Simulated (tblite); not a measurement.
C6H9O3 (doublet state).
SMILES with atom numbers: `[CH3:1][O:2]/[CH:3]=[CH:4]/[C@@:5]1([O:6][CH3:7])[CH:8][O:9]1` (hydrogens: H10, H11, H12 on C1; H13 on C3; H14 on C4; H15, H16, H17 on C7; H18 on C8)

Geometry (GFN2-xTB, Å), atoms numbered from 1 in this order:
```xyz
18
C6H9O3 angstrom
C      2.609    0.649   -1.282
O      1.674    1.538   -0.714
C      0.661    1.007   -0.005
C      0.404   -0.275    0.238
C     -0.747   -0.704    1.070
O     -1.466   -1.788    0.613
C     -2.155   -1.547   -0.603
C     -0.792   -0.430    2.496
O     -1.545    0.338    1.660
H      3.349    1.271   -1.782
H      2.133   -0.012   -2.013
H      3.097    0.043   -0.513
H      0.021    1.785    0.388
H      1.002   -1.090   -0.136
H     -1.454   -1.342   -1.418
H     -2.717   -2.454   -0.814
H     -2.840   -0.700   -0.496
H     -1.240   -0.982    3.301
```

Structure optimised with GFN2-xTB, isolated species. This method treats the open shell by occupation alone, without spin polarisation.

Take the most abundant isotopes and a rigid rotor. The values belong to one conformer with, in the numbering `[CH3:1][O:2]/[CH:3]=[CH:4]/[C@@:5]1([O:6][CH3:7])[CH:8][O:9]1`, C1–O2–C3–C4 0°, C3–C4–C5–O6 138°, C4–C5–O6–C7 -66°.

(1) What are A, B and C (GHz)?

(2) Classify the top.

(3) What does the inertial defect say?

(4) Give the other two planar moments, Paa and Pbb, and the rms extents of the mass along the axes.

(5) List the rotational levels J(Ka,Kc) to J = 3 (MHz).

## Answers

(1) Ia = 172.07, Ib = 524.62, Ic = 614.43 u·Å²; 505379 MHz·u·Å²/I gives 2937, 963.3 and 822.5 MHz, that is A = 2.9371, B = 0.9633, C = 0.8225 GHz.

(2) An asymmetric top; Ray's κ = -0.867.

(3) Not planar: Δ = Ic − Ia − Ib = -82.26 u·Å². For a rigid frame Δ = −2 Σ m c², so Σ m c² = 41.13 u·Å² lies off the ab plane: 9.44 from hydrogen and 31.68 from heavier atoms. The atom farthest from that plane is 1.53 Å away.

(4) Paa = Σ m a² = (Ib + Ic − Ia)/2 = 483.49 and Pbb = Σ m b² = (Ia + Ic − Ib)/2 = 130.94 u·Å². With the mass M = 129.06 u, the rms extents √(P/M) along a, b and c are 1.94, 1.01, 0.56 Å.

(5) Above 0(0,0):
J = 1: 1(0,1) 1786, 1(1,1) 3760, 1(1,0) 3900
J = 2: 2(0,2) 5350, 2(1,2) 7190, 2(1,1) 7613, 2(2,1) 13534, 2(2,0) 13541
J = 3: 3(0,3) 10679, 3(1,3) 12332, 3(1,2) 13177, 3(2,2) 18892, 3(2,1) 18928, 3(3,1) 29117, 3(3,0) 29117
Those of J = 1 are B + C, A + C and A + B.

For this open shell read J as N, the rotation without spin; fine and hyperfine splittings come on top. Its GFN2-xTB frequencies are all real (lowest 41 cm⁻¹). These are rigid-rotor constants of the computed structure; measured ground-state constants (B0) also hold zero-point vibration.
